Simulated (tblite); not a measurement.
Species: C5H8OSeSi.
Numbering: `[CH2:1]=[C:2]1[Se:3][SiH2:4][CH:5]=[CH:6][C@@H:7]1[OH:8]` (hydrogens: H9, H10 on C1; H11, H12 on Si4; H13 on C5; H14 on C6; H15 on C7; H16 on O8)

Computed with GFN2-xTB (tblite), gas phase: L-BFGS steps from a force-field or distance-geometry start until the largest atomic force falls under 0.01 eV/Å.

At the end of the run (lengths in Å): Se3–Si4 2.317, O8–H16 0.965, C5=C6 1.325, C7–H15 1.100, C1–H10 1.078, C7–O8 1.411, Si4–H12 1.467, Se3–Si4–C5 103.6°, Si4–C5–C6 119.6°, C2–Se3–Si4 95.5°, C5–C6–C7 119.1°, C1–C2–Se3–Si4 157°, C2–Se3–Si4–C5 -27°, Se3–Si4–C5–C6 41°, H11–Si4–Se3–C2 102°, H13–C5–Si4–Se3 -134°.

Problem. These geometries were met on the way; a selection of coordinates is given. Order them by energy above the end point, lowest first.
A. Se3–Si4 2.309, O8–H16 0.969, C5=C6 1.325, C7–H15 1.104, C1–H10 1.081, C7–O8 1.412, Si4–H12 1.460, Se3–Si4–C5 107.8°, Si4–C5–C6 124.5°, C2–Se3–Si4 95.7°, C5–C6–C7 120.9°, C1–C2–Se3–Si4 144°, C2–Se3–Si4–C5 -1°, Se3–Si4–C5–C6 18°, H11–Si4–Se3–C2 126°, H13–C5–Si4–Se3 -153°
B. Se3–Si4 2.276, O8–H16 0.963, C5=C6 1.327, C7–H15 1.104, C1–H10 1.080, C7–O8 1.413, Si4–H12 1.473, Se3–Si4–C5 107.5°, Si4–C5–C6 126.5°, C2–Se3–Si4 90.0°, C5–C6–C7 124.8°, C1–C2–Se3–Si4 111°, C2–Se3–Si4–C5 23°, Se3–Si4–C5–C6 3°, H11–Si4–Se3–C2 144°, H13–C5–Si4–Se3 -176°
C. Se3–Si4 2.327, O8–H16 0.968, C5=C6 1.325, C7–H15 1.102, C1–H10 1.083, C7–O8 1.416, Si4–H12 1.460, Se3–Si4–C5 102.6°, Si4–C5–C6 121.9°, C2–Se3–Si4 98.1°, C5–C6–C7 120.5°, C1–C2–Se3–Si4 158°, C2–Se3–Si4–C5 -24°, Se3–Si4–C5–C6 36°, H11–Si4–Se3–C2 104°, H13–C5–Si4–Se3 -140°
D. Se3–Si4 2.264, O8–H16 0.999, C5=C6 1.346, C7–H15 1.118, C1–H10 1.094, C7–O8 1.396, Si4–H12 1.465, Se3–Si4–C5 110.8°, Si4–C5–C6 124.3°, C2–Se3–Si4 89.1°, C5–C6–C7 125.1°, C1–C2–Se3–Si4 109°, C2–Se3–Si4–C5 21°, Se3–Si4–C5–C6 2°, H11–Si4–Se3–C2 141°, H13–C5–Si4–Se3 -176°
E. Se3–Si4 2.309, O8–H16 0.970, C5=C6 1.329, C7–H15 1.103, C1–H10 1.075, C7–O8 1.411, Si4–H12 1.479, Se3–Si4–C5 103.9°, Si4–C5–C6 122.6°, C2–Se3–Si4 98.0°, C5–C6–C7 120.8°, C1–C2–Se3–Si4 156°, C2–Se3–Si4–C5 -18°, Se3–Si4–C5–C6 32°, H11–Si4–Se3–C2 112°, H13–C5–Si4–Se3 -144°

Solution. C (0.039 eV), E (0.073 eV), A (0.131 eV), B (0.230 eV), D (0.371 eV).

| step | E above end (eV) | rms distance from the end, all atoms (Å) | largest force (eV/Å) | rms shift of all bonds from the end (Å) |
| --- | --- | --- | --- | --- |
| 52 | 0.039 | 0.092 | 0.368 | 0.005 |
| 49 | 0.073 | 0.137 | 0.275 | 0.006 |
| 44 | 0.131 | 0.285 | 0.194 | 0.004 |
| 10 | 0.230 | 0.684 | 0.112 | 0.011 |
| 0 | 0.371 | 0.695 | 1.619 | 0.019 |

Rows stand in the order of the answer.
